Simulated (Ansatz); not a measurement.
The same ligand exchange along the group F, Cl, Br.

Isolated molecules relaxed with PBE0-D4/def2-TZVP in Ansatz; ΔE leaves out vibrations. CCSD(T)/CBS is the MP2 limit (def2-TZVPP, def2-QZVPP) plus CCSD(T) − MP2 in def2-TZVPP, frozen cores. This one scheme is used for every species. For Br, Mg outer-core shells are correlated without core-valence functions, which leaves a few kJ/mol of doubt a bond. Scalar relativity is left out up to krypton.

```tsv
reaction	CCSD(T)/CBS(def2) (kcal/mol)
`[F][MgH]` + `O[SiH3]` → `[MgH][O][SiH3]` + H–F	4.5
`[MgH][Cl]` + `O[SiH3]` → `[MgH][O][SiH3]` + HCl	9.7
`[MgH][Br]` + `O[SiH3]` → `[MgH][O][SiH3]` + HBr	?
```

Task: Fill in the missing values. (Estimate.)

Result: Computed: `[MgH][Br]` + `O[SiH3]` → `[MgH][O][SiH3]` + HBr: +11.8 kcal/mol.

Largest T1 diagnostic: 0.011, for `[F][MgH]`.
